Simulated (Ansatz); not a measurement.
A CCSD(T) single point on C2H4ClFSi (`F[C@H]1[SiH2][C@@H]1Cl`).

```yaml
crystal:
  periodic: [false, false, false]
  atoms:
    - {symbol: F, position_ang: [-1.573997, -1.029030, 0.940048]}
    - {symbol: C, position_ang: [-0.471557, -0.240596, 0.773787]}
    - {symbol: Si, position_ang: [1.004418, -0.571264, -0.330463]}
    - {symbol: C, position_ang: [-0.419484, 0.631277, -0.454418]}
    - {symbol: Cl, position_ang: [-0.423027, 2.380959, -0.290893]}
    - {symbol: H, position_ang: [-0.219624, 0.284062, 1.694933]}
    - {symbol: H, position_ang: [2.321567, -0.145701, 0.182261]}
    - {symbol: H, position_ang: [1.003834, -1.664542, -1.322381]}
    - {symbol: H, position_ang: [-1.133631, 0.308534, -1.209976]}
basis:
  gaussian: {orbitals: def2-SVP}
correlation: {method: ccsd_t}
```

```sh
$ ansatz run in.yaml --threads 4 --pin off --events-out ev --progress --plain --max-ram 10444MiB
```

Output of Ansatz, abridged:

```
Functional definition: HF
952 factors; integrals over basis functions are off by at most 1.4e-3 eV
mean field evaluation 1: about -25181.6382 eV, gradient 2.4e1 eV
mean field evaluation 2: about -25181.7131 eV, gradient 2.4e1 eV
mean field evaluation 4: about -25183.6039 eV, gradient 3.6e0 eV
mean field evaluation 8: about -25183.6441 eV, gradient 2.0e-1 eV
mean field -25183.64439334 eV, -925.4818613679 hartree, gradient 1.2e-6 eV, S^2 0.000000; 0 other end points of the search recorded, 0 dependent functions left out
13 core orbitals not correlated: weight in the atoms' cores, before any rotation towards them, 1.000 or more for the frozen orbitals, at most 0.000 for the correlated occupied ones
reference -25183.64439334 eV, -925.4818613679 hartree; 15, 15 occupied and 70, 70 virtual orbitals, 952 factors
second order -18.63418812 eV of doubles, -0.00000000 eV of singles
cycle   1  -19.32410645 eV  change   -6.9e-1 eV  update   9.9e-2
cycle   2  -19.81557302 eV  change   -4.9e-1 eV  update   3.0e-2
cycle   3  -19.92584178 eV  change   -1.1e-1 eV  update   1.5e-2
cycle   4  -19.92213123 eV  change    3.7e-3 eV  update   4.1e-3
cycle   5  -19.92061149 eV  change    1.5e-3 eV  update   1.9e-3
cycle   6  -19.92059388 eV  change    1.8e-5 eV  update   6.0e-4
cycle   7  -19.92036578 eV  change    2.3e-4 eV  update   2.5e-4
cycle   8  -19.92029931 eV  change    6.6e-5 eV  update   7.8e-5
cycle   9  -19.92032180 eV  change   -2.2e-5 eV  update   3.0e-5
perturbative correction -0.55978801 eV, -0.0205718299 hartree
Total energy: -25204.12450314 eV, -926.2344915213 hartree
```

Hardware: 4 threads of a server CPU on a shared host. Wall time 3.3 s, peak host memory 0.45 GiB.

MP2 recovers 91.0 % of the CCSD(T) correlation energy and the triples give 2.7 %; T1 = 0.0119.
